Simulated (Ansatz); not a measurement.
Spectroscopic constants of BCl-, multiplicity 2 (lowest of 2S+1 = 2, 4 at CCSD(T)/def2-TZVPP on PBE0 minima; our sources give no spin for the ground state, which may be another).

Seven points along R, fitted to fifth degree in 1/R; most abundant isotopes. Runs in def2 and cc sets follow the lowest solution found near the PBE0 minimum.

Frozen-core correlation. CBS: X⁻³ extrapolation of the correlation energy, Hartree–Fock from the larger set.

Codes used: Ansatz (an electronic-structure program). 

What bond length and harmonic frequency does B97M-V/def2-TZVPP give?

r_e = 1.888 Å, ω_e = 525 cm⁻¹.

What bond length and harmonic frequency does CCSD/def2-QZVPP give?

r_e = 1.908 Å, ω_e = 499 cm⁻¹.

What bond length and harmonic frequency does CCSD(T)/CBS(aug-cc-pV(T+d)Z, aug-cc-pV(Q+d)Z) give?

r_e = 1.884 Å, ω_e = 512 cm⁻¹.
